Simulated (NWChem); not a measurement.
A series in which one site is exchanged, each optimised at B3LYP/6-31G* with NWChem, gas phase unless a solvent is named. Pople sets run with spherical d functions. This build's default masses of Se (78.918 u) and Br (79.917 u) are each other's, which moves their modes by up to 0.6 %.

A: Br[SiH](C)Cl (CH₄BrClSi; site = Br)
B: Cl[SiH2]C (CH5ClSi; site = H)
C: C[SiH](Cl)Cl (CH4Cl2Si; site = Cl)
D: C[SiH](F)Cl (CH4ClFSi; site = F)

Question: Rank them by lowest singlet excitation, CAM-B3LYP/def2-SVPD, TDA (eV), lowest first.

Answer: A (6.87), B (7.64), C (7.74), D (8.24)
